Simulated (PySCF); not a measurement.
## Atomic charges against the basis set

C3H8O2Si.
Numbering: `[CH3:1]/[CH:2]=[CH:3]\[O:4][SiH2:5][OH:6]` (hydrogens: H7, H8, H9 on C1; H10 on C2; H11 on C3; H12, H13 on Si5; H14 on O6)

PBE0 throughout (PySCF), one geometry, spherical d and f functions. Geometry: PBE0-D3(BJ)/def2-SVP, one conformer, isolated molecule. Atoms taken as equivalent share a column and are averaged. The first 7 of 11 kinds of atom are listed.

Mulliken charges (e):

```
        basis  functions      C1      C2      C3      O4     Si5      O6  H7/H8/H9
       STO-3G         42  -0.238  -0.122  -0.004  -0.354  +0.832  -0.440    +0.081
        6-31G         74  -0.548  -0.159  +0.141  -0.744  +1.080  -0.793    +0.181
     pcSseg-0         74  -0.667  -0.321  +0.144  -0.839  +1.186  -0.833    +0.241
       6-31G*        104  -0.572  -0.186  +0.106  -0.570  +0.813  -0.727    +0.187
      cc-pVDZ        128  -0.036  -0.190  +0.163  -0.388  +0.597  -0.344    +0.052
     def2-SVP        128  -0.022  -0.185  +0.145  -0.453  +0.736  -0.406    +0.050
  aug-cc-pVDZ        214  +0.342  +0.306  +1.140  -0.916  +0.612  -0.653    -0.121
6-311+G(2d,p)        218  -0.658  +0.016  +0.029  -0.577  +1.043  -0.660    +0.150
    def2-TZVP        240  -0.344  -0.171  +0.011  -0.312  +0.475  -0.520    +0.129
      cc-pVTZ        296  -0.276  -0.174  +0.030  -0.266  +0.410  -0.345    +0.103
     IGLO-III        299  -0.367  -0.111  +0.025  -0.477  +1.138  -0.626    +0.121
```

IAO charges (e):

```
        basis  functions      C1      C2      C3      O4     Si5      O6  H7/H8/H9
       STO-3G         42  -0.399  -0.201  -0.032  -0.419  +1.008  -0.585    +0.135
        6-31G         74  -0.439  -0.184  +0.013  -0.559  +1.018  -0.743    +0.154
     pcSseg-0         74  -0.431  -0.196  +0.024  -0.558  +1.043  -0.727    +0.152
       6-31G*        104  -0.418  -0.194  +0.044  -0.589  +1.157  -0.771    +0.146
      cc-pVDZ        128  -0.418  -0.198  +0.041  -0.583  +1.146  -0.768    +0.146
     def2-SVP        128  -0.408  -0.193  +0.041  -0.583  +1.163  -0.765    +0.143
  aug-cc-pVDZ        214  -0.430  -0.204  +0.036  -0.592  +1.158  -0.791    +0.151
6-311+G(2d,p)        218  -0.432  -0.203  +0.036  -0.600  +1.192  -0.800    +0.152
    def2-TZVP        240  -0.431  -0.204  +0.039  -0.603  +1.206  -0.800    +0.151
      cc-pVTZ        296  -0.432  -0.204  +0.039  -0.599  +1.192  -0.795    +0.152
     IGLO-III        299  -0.433  -0.205  +0.037  -0.602  +1.202  -0.803    +0.152
```

Hirshfeld charges (e):

| basis | functions | C1 | C2 | C3 | O4 | Si5 | O6 | H7/H8/H9 |
| --- | --- | --- | --- | --- | --- | --- | --- | --- |
| STO-3G | 42 | -0.035 | -0.085 | +0.017 | -0.205 | +0.538 | -0.270 | +0.016 |
| 6-31G | 74 | -0.099 | -0.070 | +0.010 | -0.235 | +0.465 | -0.329 | +0.038 |
| pcSseg-0 | 74 | -0.106 | -0.070 | +0.009 | -0.214 | +0.488 | -0.326 | +0.036 |
| 6-31G* | 104 | -0.101 | -0.076 | +0.015 | -0.206 | +0.427 | -0.305 | +0.038 |
| cc-pVDZ | 128 | -0.113 | -0.077 | +0.009 | -0.187 | +0.438 | -0.295 | +0.039 |
| def2-SVP | 128 | -0.116 | -0.077 | +0.011 | -0.190 | +0.445 | -0.300 | +0.040 |
| aug-cc-pVDZ | 214 | -0.126 | -0.082 | +0.009 | -0.211 | +0.465 | -0.310 | +0.044 |
| 6-311+G(2d,p) | 218 | -0.119 | -0.081 | +0.007 | -0.212 | +0.463 | -0.311 | +0.043 |
| def2-TZVP | 240 | -0.122 | -0.081 | +0.009 | -0.204 | +0.452 | -0.307 | +0.043 |
| cc-pVTZ | 296 | -0.123 | -0.080 | +0.010 | -0.199 | +0.450 | -0.304 | +0.043 |
| IGLO-III | 299 | -0.127 | -0.081 | +0.008 | -0.203 | +0.451 | -0.305 | +0.044 |

ESP-fitted charges (e):

| basis | functions | C1 | C2 | C3 | O4 | Si5 | O6 | H7/H8/H9 |
| --- | --- | --- | --- | --- | --- | --- | --- | --- |
| STO-3G | 42 | -0.215 | -0.093 | -0.094 | -0.232 | +0.792 | -0.559 | +0.068 |
| 6-31G | 74 | -0.062 | -0.151 | -0.111 | -0.402 | +0.939 | -0.853 | +0.044 |
| pcSseg-0 | 74 | -0.165 | -0.139 | -0.124 | -0.396 | +1.075 | -0.832 | +0.069 |
| 6-31G* | 104 | -0.158 | -0.087 | -0.232 | -0.207 | +0.636 | -0.656 | +0.064 |
| cc-pVDZ | 128 | -0.098 | -0.099 | -0.244 | -0.176 | +0.591 | -0.600 | +0.048 |
| def2-SVP | 128 | -0.081 | -0.113 | -0.209 | -0.215 | +0.687 | -0.635 | +0.044 |
| aug-cc-pVDZ | 214 | -0.078 | -0.070 | -0.317 | -0.142 | +0.597 | -0.609 | +0.042 |
| 6-311+G(2d,p) | 218 | -0.101 | -0.068 | -0.333 | -0.148 | +0.615 | -0.642 | +0.049 |
| def2-TZVP | 240 | -0.115 | -0.066 | -0.318 | -0.144 | +0.610 | -0.626 | +0.052 |
| cc-pVTZ | 296 | -0.119 | -0.070 | -0.299 | -0.147 | +0.599 | -0.599 | +0.053 |
| IGLO-III | 299 | -0.093 | -0.067 | -0.323 | -0.137 | +0.584 | -0.607 | +0.047 |

Some averages cover members that differ in this geometry, most widely: H7/H8/H9, Mulliken in aug-cc-pVDZ -0.282 to -0.037; H7/H8/H9, Mulliken in 6-31G +0.171 to +0.199 e.

Question: Which scheme is steadiest as the basis changes?

Answer: Largest range over the bases for any column: Hirshfeld 0.11 e, IAO 0.22 e, ESP-fitted 0.49 e, Mulliken 1.14 e. Hirshfeld charges move least and Mulliken charges most, counted in e. Without the minimal STO-3G basis the ranges are Hirshfeld 0.06, IAO 0.19, ESP-fitted 0.49, Mulliken 1.13 e.

Question: How much do the charges still move between the two largest bases, cc-pVTZ and IGLO-III?

Answer: At most, over all atoms: Mulliken 0.728 e, IAO 0.010 e, Hirshfeld 0.004 e, ESP-fitted 0.027 e.

Question: What do the same runs give for the total energy, the frontier levels and the dipole moment?

Answer: 
| basis | energy (Eh) | HOMO (eV) | LUMO (eV) | μ (D) |
| --- | --- | --- | --- | --- |
| STO-3G | -551.8096 | -3.40 | 4.55 | 1.37 |
| 6-31G | -558.5346 | -6.27 | 0.82 | 0.79 |
| pcSseg-0 | -557.7165 | -6.52 | 0.88 | 0.74 |
| 6-31G* | -558.6667 | -6.24 | 1.02 | 0.87 |
| cc-pVDZ | -558.7016 | -6.33 | 0.94 | 0.87 |
| def2-SVP | -558.4064 | -6.42 | 0.92 | 0.88 |
| aug-cc-pVDZ | -558.7273 | -6.50 | -0.31 | 0.79 |
| 6-311+G(2d,p) | -558.7975 | -6.53 | -0.16 | 0.82 |
| def2-TZVP | -558.8268 | -6.51 | 0.40 | 0.86 |
| cc-pVTZ | -558.8169 | -6.47 | 0.57 | 0.83 |
| IGLO-III | -558.8323 | -6.52 | 0.29 | 0.82 |

The dipole is fixed by the density alone, so its range of 0.63 D shows that the density itself changes with the basis, not only its division among atoms.
